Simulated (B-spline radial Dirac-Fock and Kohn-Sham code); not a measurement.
Model: Dirac-Fock energy differences between relaxed states, corrected for Breit and QED terms. Program: a B-spline atomic structure program. No correlation.

Q: Identify the element and charge state from the binding energies below (tabulated ground configuration; the least bound level is included).

```csv
level,binding energy (eV)
1s,8986.0
2p1/2,958.9
2p3/2,938.8
3p1/2,85.64
3p3/2,83.12
3d3/2,7.67
4s,6.56
```

A: Cu: Z = 29 with 29 electrons, [Ar] 3d10 4s1. The hydrogen-like estimate √(E/Ry) = 25.7 for the K level lies 3.3 below Z; the outermost level, at 6.56 eV, fixes the charge.

Q: An atom or ion in its tabulated ground configuration has these computed binding energies (the last is its least bound level). Which is it?

| level | binding energy (eV) |
| --- | --- |
| 1s | 33665.4 |
| 2s | 6742.0 |
| 2p1/2 | 6424.8 |
| 2p3/2 | 6148.6 |
| 3s | 2501.6 |
| 3p1/2 | 2374.2 |
| 3p3/2 | 2308.9 |

A: Te³⁴⁺: Z = 52 with 18 electrons, [Ne] 3s2 3p6. The hydrogen-like estimate √(E/Ry) = 49.7 for the K level lies 2.3 below Z (screening lowers it, relativity raises it); the outermost level, at 2308.9 eV, fixes the charge.

Q: Identify the element and charge state from the binding energies below (tabulated ground configuration; the least bound level is included).

```tsv
level	binding energy (eV)
1s	47019.2
2p1/2	8806.7
2p3/2	8247.3
3s	3230.7
3p1/2	3060.7
3p3/2	2934.0
3d	2663.0
```

A: Pm³⁷⁺: Z = 61 with 24 electrons, [Ar] 3d6. The hydrogen-like estimate √(E/Ry) = 58.8 for the K level lies 2.2 below Z (screening lowers it, relativity raises it); the outermost level, at 2663.0 eV, fixes the charge.

Q: Identify the element and charge state from the binding energies below (tabulated ground configuration; the least bound level is included).

```csv
level,binding energy (eV)
1s,36099.4
2s,6948.1
2p1/2,6608.3
2p3/2,6283.7
3p1/2,2291.7
3p3/2,2219.1
3d,2012.0
```

A: Xe³²⁺: Z = 54 with 22 electrons, [Ar] 3d4. The hydrogen-like estimate √(E/Ry) = 51.5 for the K level lies 2.5 below Z (screening lowers it, relativity raises it); the outermost level, at 2012.0 eV, fixes the charge.
